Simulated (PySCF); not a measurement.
This script is equivalent to a calculation on Mn+ (manganese, charge +1).

```python
from pyscf import gto, scf, dft, mp, cc
import basis_set_exchange as bse
mol = gto.M(atom="Mn 0 0 0", charge=1, spin=6, symmetry="D2h",
            basis=gto.basis.parse(bse.get_basis("cc-pVDZ", elements=["Mn"], fmt="nwchem", header=False)))
mf = scf.UHF(mol)
mf.irrep_nelec = {'Ag': (6, 3), 'B1g': (1, 0), 'B2g': (1, 0), 'B3g': (1, 0), 'B1u': (2, 2), 'B2u': (2, 2), 'B3u': (2, 2)}
mf.kernel()
```

Problem. What total energy does it give?

Solution. -1149.64787 hartree (calculated).

Problem. Which occupied shell lies highest, and where?

Solution. 4s α, at -14.820 eV.

Problem. What is ⟨S²⟩, and what would a pure spin state give?

Solution. 12.000, against 12.00.
